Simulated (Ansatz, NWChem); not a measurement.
From Ansatz to NWChem

This Ansatz 0.2.0 job computes C2H7BOS (SMILES CSB(C)O):

run.yaml:
```yaml
crystal:
  periodic: [false, false, false]
  atoms:
    - symbol: C
      position_ang: [-1.402400, 0.165000, 1.280100]
    - symbol: S
      position_ang: [-0.420800, 1.448300, 0.472000]
    - symbol: B
      position_ang: [0.714300, 0.518900, -0.600900]
    - symbol: C
      position_ang: [0.724300, -1.043000, -0.704600]
    - symbol: O
      position_ang: [1.599400, 1.231600, -1.353000]
    - symbol: H
      position_ang: [-1.952200, -0.425200, 0.548600]
    - symbol: H
      position_ang: [-2.113100, 0.671400, 1.931900]
    - symbol: H
      position_ang: [-0.772100, -0.487100, 1.883100]
    - symbol: H
      position_ang: [0.905800, -1.509400, 0.268500]
    - symbol: H
      position_ang: [1.495500, -1.384900, -1.397200]
    - symbol: H
      position_ang: [-0.240600, -1.425300, -1.051800]
    - symbol: H
      position_ang: [1.538900, 2.184300, -1.242900]
basis:
  gaussian:
    orbitals: 3-21G.json
total_charge: 0
hamiltonian:
  xc: hf
accuracy: high
output: {forces: true, orbitals: {seedname: orbitals}}
```

```bash
$ ansatz run run.yaml --threads 1 --pin off --max-ram 2610MiB --events-out events.jsonl --progress --plain --runs-dir runs
```

(Basis files named in the input come from the Basis Set Exchange and aren't shown.)

Geometry: relaxed at PBE0-D4/def2-TZVP. This is one conformer, not always the lowest.

The shape isn't stationary at this level (largest force 2.0 eV/Å).

It gives a total energy of -574.020308 Eh.

**Question.** Write the same calculation for NWChem 7.3.0 as an ASE script.

**Answer.** For example:

run.py:
```python
from ase import Atoms
from ase.calculators.nwchem import NWChem

atoms = Atoms(['C', 'S', 'B', 'C', 'O', 'H', 'H', 'H', 'H', 'H', 'H', 'H'], positions=[
    [-1.402400, 0.165000, 1.280100],
    [-0.420800, 1.448300, 0.472000],
    [0.714300, 0.518900, -0.600900],
    [0.724300, -1.043000, -0.704600],
    [1.599400, 1.231600, -1.353000],
    [-1.952200, -0.425200, 0.548600],
    [-2.113100, 0.671400, 1.931900],
    [-0.772100, -0.487100, 1.883100],
    [0.905800, -1.509400, 0.268500],
    [1.495500, -1.384900, -1.397200],
    [-0.240600, -1.425300, -1.051800],
    [1.538900, 2.184300, -1.242900],
])

calc = NWChem(
    label='calc',
    theory='scf',
    memory='2200 mb',
    basis='3-21G',
    basispar='spherical bse',
    scf={'nopen': '0', 'rhf': None, 'thresh': '1e-08', 'maxiter': '80'},
)
atoms.calc = calc

forces = atoms.get_forces()
print("Total energy (eV):", round(atoms.get_potential_energy(), 6))
print("forces (eV/A):")
for s, f in zip(atoms.symbols, forces):
    print(f"{s:2s} {f[0]:10.5f} {f[1]:10.5f} {f[2]:10.5f}")
print("dipole (e A):", atoms.get_dipole_moment().round(4))
```

```bash
$ export ASE_NWCHEM_COMMAND="nwchem PREFIX.nwi > PREFIX.nwo"
$ python run.py
```

Its energy is -574.020308 Eh, the same as the first but for the last digit, at most.
